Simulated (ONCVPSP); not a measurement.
**Sb: one change to an ONCV potential, before and after**

```
Element                 : Sb
Generator               : ONCVPSP 4.0.1
Type                    : optimised norm-conserving Vanderbilt (ONCV)
Functional              : LDA (Perdew-Zunger)
Relativity              : scalar-relativistic
Frozen core             : [Kr]
Valence charge          : 15
Reference configuration : 4d10 5s2 (charge +3)
Partial waves           : 5s: rc 1.75 bohr, ncon 5, nbas 8, qcut 3.3 1/bohr, 2 projectors, debl 0.9 Ha; p scattering state at 0.35 Ha: rc 1.50 bohr, ncon 3, nbas 8, qcut 5.2 1/bohr, 2 projectors, debl 3.3 Ha; 4d: rc 0.90 bohr, ncon 3, nbas 6, qcut 10.4 1/bohr, 3 projectors, debl 2.5 Ha
Local potential         : polynomial inside 0.70 bohr (lpopt 4, dvloc0 0 Ha)
Core correction         : none
```

In the s channel the program set the typed energies aside and used -1.448, 0.250 Ha. In the p channel the program set the typed energies aside and used 0.050, 3.350 Ha.

Change: s: rc 2.16.

Cutoffs: the cutoffs (Ha) at which the residual kinetic energy of the hardest occupied pseudo-wave falls to 1 and 0.1 mHa per electron; they do not see the model core or the augmentation charge, which bear on the density cutoff. Errors are all-electron minus pseudo energies relative to the spin-unpolarised reference configuration.

Task: What does the change do?

Result: The potential gets neither clearly harder nor softer (49 Ha and 81 Ha → 49 Ha and 81 Ha); both files keep a bound ghost (d, p, s); the errors of the 4 common tests hardly move.

| quantity | base | changed |
| --- | --- | --- |
| cutoff, loose | 49 Ha | 49 Ha |
| cutoff, tight | 81 Ha | 81 Ha |
| loose cutoff by channel | s 45 Ha, d 49 Ha | s 21 Ha, d 49 Ha |
| bound ghosts | s, p, d | s, p, d |
| GHOST(+) flags under 300 eV | s at 141.2 eV | s at 78.9 eV |
| error for 4d10 5s2 5p3, meV [ΔE -49.56 eV] | -266 | -265 |
| error for 4d10 5s2 5p2, meV [ΔE -41.04 eV] | -190 | -190 |
| error for 4d10 5s2 5p1, meV [ΔE -24.79 eV] | -96 | -96 |
| error for 4d9 5s2 5p4, meV [ΔE -18.55 eV] | -501 | -493 |
| p: phases at 1.52 bohr within 0.05 rad from the reference energy up to (Ha; the scan ends near 5) | to the end of the scan | to the end of the scan |
| d: phases at 0.91 bohr within 0.05 rad from the reference energy up to (Ha; the scan ends near 5) | to the end of the scan | to the end of the scan |

 A true bound ghost makes a file unfit for plane-wave use even where its test errors are small: the radial tests pick states by their node count and pass the ghost by.
